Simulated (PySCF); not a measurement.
Level of theory: UPBE0 in PySCF with As def2-TZVP, O def2-TZVP; no relativity; density-fitted integrals.

```xyz
3
charge 0 multiplicity 2, angstrom
As    0.0000    0.0000   -0.2193
O     1.4517    0.0000    0.5139
O    -1.4517    0.0000    0.5139
```

AsO₂ (doublet), along the line from As1 (at 0) through O2 (at 1.626 Å).

Tabulate the fields along this line at -0.49, -0.33, -0.16, 0.08, 0.24, 0.41, 0.57, 0.73, 0.89, 1.06, 1.22, 1.38, 1.55, 1.79, 1.95, 2.11, 2.28, 2.44, 2.60 Å.


```
distance (Å)  electron density (e/Å³)  spin density (e/Å³)  electron localisation function  electrostatic potential (V)
       -0.49                     7.02               0.0252                           0.472                         96.5
       -0.33                       39              -0.0232                           0.774                          251
       -0.16                      139              -0.0835                           0.232                         1090
        0.08                     1070                0.031                           0.794                         3310
        0.24                     77.8               0.0624                           0.687                          485
        0.41                     16.8               0.0138                           0.679                          148
        0.57                     3.25              -0.0152                            0.21                         67.6
        0.73                     1.48              0.00742                           0.177                         37.4
        0.89                     1.65                0.086                           0.601                         26.1
        1.06                     2.54                0.245                           0.763                         31.1
        1.22                     4.28                0.539                           0.661                         65.3
        1.38                     7.42                0.912                           0.102                          186
        1.55                      190                0.526                           0.995                          953
        1.79                     22.5                0.873                           0.242                          357
        1.95                     5.91                0.578                           0.544                          101
        2.11                     3.03                0.276                           0.846                         34.1
        2.28                     1.34                0.122                           0.855                         11.7
        2.44                    0.563               0.0517                           0.807                          3.6
        2.60                    0.242               0.0227                           0.707                        0.552
```

On a grid of 0.08 Å the density has a local minimum along the bond near 0.81 Å from As, at 1.46 e/Å³, where the ELF is 0.37.
